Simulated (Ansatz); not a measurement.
AlNi2⁻ (the lowest singlet isomer of a short search), 3 atoms. Hardware: 4 threads of Arm Neoverse V2 on a shared host.

Correlated methods freeze 15 core orbitals; core or outer-core shells of Ni are correlated, in sets that lack core-valence functions.

(1) How many basis functions does each of these Ansatz runs have, and roughly what does it cost? r2SCAN-D4/def2-TZVPD, charge -1 quintet, energy, from earlier orbitals; BHLYP-D4/def2-TZVPD, charge -1 singlet, energy, from earlier orbitals; HSE06-D4/def2-TZVPD, charge -1 triplet, energy, from earlier orbitals; HF/STO-3G, charge -1 triplet, energy; BLYP-D4/def2-TZVPD, charge -1 triplet, energy, from earlier orbitals; r2SCAN-D4/def2-TZVPD, charge -1 singlet, energy and forces, from earlier orbitals; CCSD(T)/def2-TZVPPD, charge -1 singlet, energy, from earlier orbitals; PBE with 50 % exact exchange/def2-TZVPD, charge -1 singlet, energy, from earlier orbitals; HF/def2-TZVPD, charge -1 triplet, energy, from earlier orbitals; PBE-D4/def2-TZVPD, charge -1 triplet, energy, from earlier orbitals; BHLYP-D4/def2-TZVPD, charge -1 quintet, energy, from earlier orbitals; PBE0-D4/def2-TZVPD, charge -1 unrestricted singlet, energy, from earlier orbitals.

## Answers

(1) Other jobs shared the machine, so times can vary by a factor of up to 3. A dash marks memory too small to be measured apart from the calling script's.

| run | functions | fitting or Cholesky vectors | wall time | peak host memory (GiB) |
| --- | --- | --- | --- | --- |
| HF/STO-3G, charge -1 triplet, energy | 45 | 402 | 1.1 s | – |
| r2SCAN-D4/def2-TZVPD, charge -1 singlet, energy and forces, from earlier orbitals | 139 | 1188 | 3.1 s | – |
| PBE with 50 % exact exchange/def2-TZVPD, charge -1 singlet, energy, from earlier orbitals | 139 | 1460 | 5.5 s | 0.55 |
| BLYP-D4/def2-TZVPD, charge -1 triplet, energy, from earlier orbitals | 139 | 1188 | 5.5 s | – |
| PBE-D4/def2-TZVPD, charge -1 triplet, energy, from earlier orbitals | 139 | 1188 | 5.5 s | – |
| BHLYP-D4/def2-TZVPD, charge -1 singlet, energy, from earlier orbitals | 139 | 1460 | 6 s | 0.55 |
| HSE06-D4/def2-TZVPD, charge -1 triplet, energy, from earlier orbitals | 139 | 1184 | 8 s | 0.58 |
| HF/def2-TZVPD, charge -1 triplet, energy, from earlier orbitals | 139 | 1184 | 12 s | 0.58 |
| r2SCAN-D4/def2-TZVPD, charge -1 quintet, energy, from earlier orbitals | 139 | 1188 | 18 s | – |
| BHLYP-D4/def2-TZVPD, charge -1 quintet, energy, from earlier orbitals | 139 | 1182 | 20 s | 0.68 |
| CCSD(T)/def2-TZVPPD, charge -1 singlet, energy, from earlier orbitals | 182 | 1210 | 2.1 min | 1.7 |
| PBE0-D4/def2-TZVPD, charge -1 unrestricted singlet, energy, from earlier orbitals | 139 | 1182 | 3.8 min | 0.78 |
